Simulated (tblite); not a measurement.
Input of a run (GFN2-xTB geometry optimisation, gas phase (tblite 0.8.0)), started from a force field or distance geometry:
```
{"job": {"kind": "relax", "xc": "GFN2-xTB", "basis": "xTB"}, "charge": 0, "multiplicity": 2}
C      2.914900     0.309700     0.136400
C      1.742300     0.772300    -0.244700
C      0.599400    -0.141600    -0.069100
O      0.764400    -1.279400     0.399400
C     -0.742200     0.373700    -0.488900
C     -1.853600    -0.629500    -0.289600
F     -3.048700    -0.076400    -0.706900
H      3.164000    -0.626400     0.554100
H      1.624300     1.758500    -0.645500
H     -0.646000     0.655400    -1.561200
H     -0.933800     1.297400     0.080500
H     -1.945500    -0.835700     0.794700
H     -1.643900    -1.577500    -0.838000
```

Output (eV, eV/Å):
```
step      E/eV     max force
  0    -609.86160    2.846
  1    -609.90480    3.038
  2    -609.97200    0.456
  3    -609.98519    0.464
  4    -610.01004    0.328
  5    -610.01571    0.272
  6    -610.02846    0.288
  7    -610.03496    0.323
  8    -610.04542    0.269
  9    -610.05387    0.219
 10    -610.06079    0.197
 11    -610.06577    0.211
 12    -610.06964    0.159
 13    -610.07205    0.111
 14    -610.07346    0.087
 15    -610.07464    0.102
 16    -610.07598    0.095
 17    -610.07730    0.105
 18    -610.07841    0.100
 19    -610.07936    0.084
 20    -610.08035    0.105
 21    -610.08150    0.092
 22    -610.08269    0.091
 23    -610.08371    0.097
 24    -610.08451    0.094
 25    -610.08518    0.076
 26    -610.08574    0.055
 27    -610.08617    0.056
 28    -610.08647    0.046
 29    -610.08668    0.034
 30    -610.08683    0.034
 31    -610.08695    0.030
 32    -610.08704    0.022
 33    -610.08709    0.014
 34    -610.08712    0.012
 35    -610.08713    0.012
 36    -610.08715    0.010
 37    -610.08717    0.010
 38    -610.08719    0.009
```

Problem. Summarise the run.

Solution. The energy falls by 0.226 eV over 38 L-BFGS steps, the largest force on an atom goes from 2.85 to 0.009 eV/Å, and the atoms move by 0.141 Å rms after alignment. The bond that changes most is C3=O4 (ends: carbon bonded to 2 C and O; oxygen bonded to C), which shortens by 0.040 Å. Bonds longer at the end by more than 0.005 Å: 5 of 12; shorter: 7. Among the angles that change most is C1–C2–C3, from 116.0° to 124.6°. The energy never rose by more than 1e-5 eV on the way. The first step brought 19 % of the lowering.

Problem. What are the final bond lengths?

Solution. C1=C2 1.297 Å, C2–C3 1.505 Å, C3=O4 1.202 Å, C3–C5 1.513 Å, C5–C6 1.523 Å, C6–F7 1.373 Å, C1–H8 1.067 Å, C2–H9 1.083 Å, C5–H10 1.093 Å, C5–H11 1.093 Å, C6–H12 1.094 Å, C6–H13 1.094 Å. Numbering counts from 1 in the input's order; the species is `C(=[C]/[H])/C(=O)CCF` [radical].

Time: 0.18 s of wall time. Hardware: one thread, Arm Neoverse V1 (aarch64), no GPU, shared host with 32 logical CPUs at a one-minute load of 39.

Its GFN2-xTB frequencies are all real (lowest 41 cm⁻¹).

Shape of the structure used: `[H]/[C:1]=[CH:2]\[C:3](=[O:4])[CH2:5][CH2:6][F:7]`: C1–C2–C3–O4 0°, C2–C3–C5–C6 180°, C3–C5–C6–F7 -179°.

One conformer stands for the species.

All values are computed, not measured.
